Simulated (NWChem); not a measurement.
System: SiN$_{3}$H$_{7}$; SMILES N[SiH](N)N

Input file for NWChem:

```
start job
memory heap 200 mb stack 900 mb global 1100 mb
geometry units angstroms noautosym nocenter noautoz
  Si    -0.008279     0.037259     0.324979
  N     -0.129947     1.663379    -0.255949
  N      1.243783    -1.049609    -0.172835
  N     -1.455603    -0.711833    -0.237146
  H      0.245149     0.209487     1.792001
  H      0.428367     2.393702     0.169891
  H     -0.290437     1.850693    -1.239512
  H      2.150159    -1.013426     0.278414
  H      1.328313    -1.332232    -1.143024
  H     -2.335263    -0.213646    -0.174197
  H     -1.578127    -1.711374    -0.128118
end
basis spherical
  Si library sto-3g
  N library sto-3g
  H library sto-3g
end
dft
  xc hfexch
  iterations 150
end
property
  shielding 7 1 2 4 5 6 7 10
end
task dft property
```

STO-3G and 3-21G are far too small for this property and stand as cheap habits. Structure relaxed at the PBE0/def2-SVP level.

GIAO values for the isolated, static molecule; σ is the absolute isotropic shielding, δ = σ(reference) − σ with the isolated reference molecule computed at the same levels (1H: tetramethylsilane, 15N: ammonia, 29Si: tetramethylsilane).

Atoms are numbered as in the input.

Task: Predict the main results of this run. (Hartree-Fock/STO-3G, GIAO.) Quantities: δ Si1 (ppm); δ N2 (ppm); δ N4 (ppm); δ H5 (ppm); δ H6 (ppm); δ H7 (ppm); δ H10 (ppm).

Result: 
```
Item         Value
-----------  -----
δ Si1 (ppm)  -11.9
δ N2 (ppm)   -38.9
δ N4 (ppm)   -43.9
δ H5 (ppm)    2.14
δ H6 (ppm)   -1.55
δ H7 (ppm)   -1.38
δ H10 (ppm)  -1.41
```
